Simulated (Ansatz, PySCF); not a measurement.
Ti(I)2(NH2)2 (H4I2N2Ti), SMILES [I][Ti]([NH2])([NH2])[I], multiplicity 1. Atoms are numbered in the order given.

```xyz
9

Ti    -0.8961    -0.0165    -0.1714
I      0.8286     1.2177    -1.6803
I      0.2112    -1.2261     1.8502
N     -1.8624    -1.2216    -1.1745
H     -1.9757    -1.1620    -2.1868
H     -2.2206    -2.1067    -0.8149
N     -2.1194     1.2118     0.4656
H     -1.8340     1.9935     1.0577
H     -3.1237     1.2293     0.3018
```
Charge 0, spin multiplicity 1.

Geometry optimised at B3LYP-D3(BJ)/def2-SVP. The spin state was assumed, not searched. The def2 effective core potentials stand for the cores of I; spin–orbit coupling is left out. Other conformers were not sampled.

Two levels are set side by side: PBE-D3(BJ)/def2-SVP (Ansatz, a first-principles code) and B3LYP-D3(BJ)/def2-SVP (Ansatz). Each level has its own optimised geometry; the coordinates shown are those of the second. Frequencies come from the Hessian of PySCF at each geometry. Differences are taken from unrounded values.

| quantity | B3LYP-D3(BJ) |
|---|---|
| mean bond length (Å) | 1.622 |
| bond Ti1–I2 (Å) | 2.603 |
| bond Ti1–I3 (Å) | 2.603 |
| bond Ti1–N4 (Å) | 1.842 |
| bond Ti1–N7 (Å) | 1.847 |
| bond N4–H5 (Å) | 1.020 |
| bond N4–H6 (Å) | 1.020 |
| bond N7–H8 (Å) | 1.021 |
| bond N7–H9 (Å) | 1.018 |
| highest harmonic wavenumber (cm⁻¹) | 3628 |
| mean harmonic wavenumber (cm⁻¹) | 1061 |
| zero-point energy (kcal/mol) | 31.87 |

**Question.** What does PBE-D3(BJ) give, and how far is it from B3LYP-D3(BJ)? (An estimate is asked for; the answer gives what the named calculation found.)

**Answer.** 
```csv
quantity,PBE-D3(BJ),PBE-D3(BJ) minus B3LYP-D3(BJ)
mean bond length (Å),1.628,0.006
bond Ti1–I2 (Å),2.604,0.001
bond Ti1–I3 (Å),2.604,0.001
bond Ti1–N4 (Å),1.851,0.010
bond Ti1–N7 (Å),1.857,0.010
bond N4–H5 (Å),1.027,0.007
bond N4–H6 (Å),1.027,0.007
bond N7–H8 (Å),1.028,0.007
bond N7–H9 (Å),1.025,0.007
highest harmonic wavenumber (cm⁻¹),3558,-69
mean harmonic wavenumber (cm⁻¹),1036,-26
zero-point energy (kcal/mol),31.09,-0.78
```

Exact exchange shortens and stiffens bonds; PBE has none. Differences between two approximate levels are no errors against the true value.
